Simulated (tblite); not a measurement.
alpha-(trifluoromethyl)styrene, C₉H₇F₃.
Atom-mapped SMILES: `[CH2:1]=[C:2]([c:3]1[cH:4][cH:5][cH:6][cH:7][cH:8]1)[C:9]([F:10])([F:11])[F:12]` (hydrogens: H13, H14 on C1; H15 on C4; H16 on C5; H17 on C6; H18 on C7; H19 on C8)

Computed geometry: GFN2-xTB, gas phase.

Q: List the bond lengths, angles and torsions at this level.

A: 
```tsv
bond	length (bohr)
C1=C2	2.512
C2–C3	2.779
C3–C4, C3–C8	2.634
C4–C5, C7–C8	2.612
C5–C6, C6–C7	2.617
C2–C9	2.852
C9–F10, C9–F11, C9–F12	2.540
C1–H13	2.034
C1–H14	2.032
C4–H15, C8–H19	2.040
C5–H16, C7–H18	2.041
C6–H17	2.040
```

Bonds in one row agree within 0.02 bohr and their mean is given. A selection of angles:
```tsv
angle	degrees
C1–C2–C3	124.5
C1–C2–C9	118.9
C3–C2–C9	116.6
C2–C3–C4	119.6
C2–C3–C8	121.3
C4–C3–C8	119.1
C3–C4–C5	120.4
C4–C5–C6	120.1
C5–C6–C7	119.8
C2–C9–F10	113.0
C2–C9–F11	112.4
F10–C9–F11	106.2
```

Dihedral angles: C1–C2–C3–C4 -37° (synclinal); C1–C2–C9–F10 144° (anticlinal). The mirror-image conformer, all signs reversed, is as good.

The 6-membered ring C3–C4–C5–C6–C7–C8 has internal angles of 119.1° to 120.4°; it is planar, 0.00 Å rms from its mean plane, widest ring torsion 0°. The 9 C–C bonds span 1.329 Å (C1=C2, drawn double) to 1.509 Å (C2–C9, drawn single), a spread of 0.180 Å. Of the pairs four or more bonds apart, F12···H13 is among the closest relative to their van der Waals radii: 2.40 Å, 90 % of the sum of Bondi's values.

Point group: C1 (no symmetry element, even within 0.4 Å). Its GFN2-xTB frequencies are all real (lowest 49 cm⁻¹). One conformer, not necessarily the lowest. 2 starts were optimised and ended at 0.00 and 1.05 kcal/mol (GFN2-xTB); the lowest of these is shown.
